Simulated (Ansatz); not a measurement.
CH₆OSiZn, SMILES [CH3][Zn][O][SiH3].

Geometry optimised at PBE-D3(BJ)/def2-SVP. The structure was generated by enumeration; whether it is a known compound was not checked. Other conformers were not sampled.

Two levels are set side by side: PBE/def2-SVPD (Ansatz, a program for electronic structure) and CAM-B3LYP/def2-SVPD (Ansatz). Energy differences of separate SCF runs at the same geometry; the states with an electron removed or added have multiplicity 2 and 2. Differences are taken from unrounded values.

```tsv
quantity	CAM-B3LYP	PBE	PBE minus CAM-B3LYP
vertical ionisation energy (eV)	10.34	9.63	-0.70
vertical singlet–triplet gap (eV)	6.12	5.33	-0.79
```
